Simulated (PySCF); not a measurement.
Polarisability and C₆ of Re (rhenium, neutral)

[Xe] 4f14 5d5 6s2, high-spin 6S determinant. All numbers are calculated (PySCF 2.14, scalar relativity by spin-free X2C-1e, in ANO-RCC-VTZP). Coupled (time-dependent) response in atomic units; α is the mean over directions. The basis has no added diffuse functions, which lowers α and C₆.

```
method  mean α (bohr³)  C₆ (like pair)  S(−4)
  PBE0           48.72           540.8  760.9
```

S(−4) is the Cauchy moment in α(ω) = α(0) + S(−4) ω² + …

Reference α: 62 ± 3 bohr³ (recommended; Schwerdtfeger and Nagle, table of static dipole polarizabilities (2023 update)). Published C₆: 663.0 (Gould and Bucko (2016)).

α(iu) at PBE0:

| u (hartree) | α(iu) (bohr³) |
| --- | --- |
| 0 | 48.72 |
| 0.0500 | 46.91 |
| 0.100 | 42.42 |
| 0.200 | 31.54 |
| 0.300 | 22.99 |
| 0.500 | 13.73 |
| 0.750 | 8.895 |
| 1.00 | 6.553 |
| 1.50 | 4.192 |
| 2.00 | 2.965 |
| 3.00 | 1.728 |
| 5.00 | 0.8197 |

A single London oscillator, α(iu) = α/(1 + u²/ω²), gives C₆ = (3/4) ω α². Matching the computed C₆ needs ω = 4 × 540.8 / (3 × 48.72²) = 0.304 hartree.

Spin-orbit coupling, which splits the p, d and f shells strongly at this Z, is absent.
